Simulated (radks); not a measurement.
Question: Neutral titanium: order these configurations by energy. Calculated with a radial shooting solver on a logarithmic mesh with Libxc functionals: scalar-relativistic Kohn-Sham, BLYP, spin-polarised, spherical densities, finite nucleus; Fermi nuclear charge, rms radius of each element as measured or else 0.836 A^(1/3) + 0.57 fm. Open shells are filled with parallel spins first. [Ar] 3d1 4s2 4p1; [Ar] 3d2 4s1 4p1; [Ar] 3d2 4s2; [Ar] 3d3 4s1.

Answer: From the lowest, in eV above it: [Ar] 3d2 4s2 0.000; [Ar] 3d3 4s1 0.116; [Ar] 3d2 4s1 4p1 2.356; [Ar] 3d1 4s2 4p1 5.052.
